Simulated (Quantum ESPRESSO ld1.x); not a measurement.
The numbers below are computed, except where a source is named.
Problem. Er6.125+, configuration [Kr] 4d10 4f10 5s2 5p(1/2: 2, 3/2: 1.875) (fractional occupations, a model configuration). Code: ld1.x of Quantum ESPRESSO 7.5. Model: Dirac Kohn-Sham, revPBE, spin-unpolarised, spherical densities, point nucleus; open shells fill j = l - 1/2 first. Some entries of the table are withheld. Estimate them.

| orbital | occ. | eigenvalue (eV) | <1/r> (bohr^-1) |
|---|---|---|---|
| 1s1/2 | 2 | -57403.7 | 77.60 |
| 2s1/2 | 2 | -9715.73 | 18.66 |
| 2p1/2 | 2 | -9256.95 | 18.62 |
| 2p3/2 | 4 | -8340.10 | 16.15 |
| 3s1/2 | 2 | -2249.95 | 6.828 |
| 3p1/2 | 2 | -2048.94 | 6.742 |
| 3p3/2 | 4 | -1856.38 | 6.110 |
| 3d3/2 | 4 | -1513.23 | 5.995 |
| 3d5/2 | 6 | -1471.15 | 5.840 |
| 4s1/2 | 2 | -518.470 | 2.861 |
| 4p1/2 | 2 | (1) | 2.753 |
| 4p3/2 | 4 | (2) | 2.536 |
| 4d3/2 | 4 | -262.195 | 2.320 |
| 4d5/2 | 6 | -254.215 | 2.267 |
| 5s1/2 | 2 | -133.875 | (3) |
| 5p1/2 | 2 | -109.684 | (4) |
| 5p3/2 | 1.875 | -102.506 | (5) |
| 4f5/2 | 6 | -93.5877 | 1.797 |
| 4f7/2 | 4 | -92.3280 | 1.777 |

Solution. 
(1) 4p1/2 eigenvalue (eV): -438.087
(2) 4p3/2 eigenvalue (eV): -394.511
(3) 5s1/2 <1/r> (bohr^-1): 1.143
(4) 5p1/2 <1/r> (bohr^-1): 1.042
(5) 5p3/2 <1/r> (bohr^-1): 0.9753
